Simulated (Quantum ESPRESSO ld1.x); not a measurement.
The numbers below are computed, except where a source is named.
Species: Cd5+. Configuration: [Kr] 4d7. Code: ld1.x of Quantum ESPRESSO 7.5. Model: scalar-relativistic Kohn-Sham, LDA (Slater exchange, Perdew-Zunger correlation), spin-polarised, spherical densities, point nucleus; open shells are filled with parallel spins first.

X-ray form factor f0, the Fourier transform of the density (f0(0) = 43):

sin(theta)/lambda (1/angstrom),f0 (electrons)
0.05,42.628
0.1,41.554
0.15,39.895
0.2,37.816
0.25,35.499
0.3,33.114
0.4,28.632
0.5,24.961
0.6,22.166
0.8,18.377
1,15.632
1.25,12.626
1.5,10.077
2,6.863
